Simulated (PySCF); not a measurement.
Si(Cl)(H)2(NHMe) (CH6ClNSi), SMILES CN[SiH2]Cl.

Geometry optimised at B3LYP-D3(BJ)/def2-SVP. Other conformers were not sampled.

The numbers are results of PySCF with ωB97X/def2-TZVP, not measurements.

Gas-phase values at a fixed geometry.

```yaml
total_energy: -846.26195 hartree
highest_occupied_level: -9.72 eV
lowest_empty_level: 2.53 eV
orbital_gap: 12.25 eV
dipole_moment: 2.22 D
quadrupole, principal values (traceless, Buckingham form, about the centre of nuclear charge): -5.14, 1.70, 3.44 D·Å
mean_static_polarisability: 56.3 bohr³ (8.35 Å³)
polarisability_principal_values: 49.1, 55.4, 64.4 bohr³
```
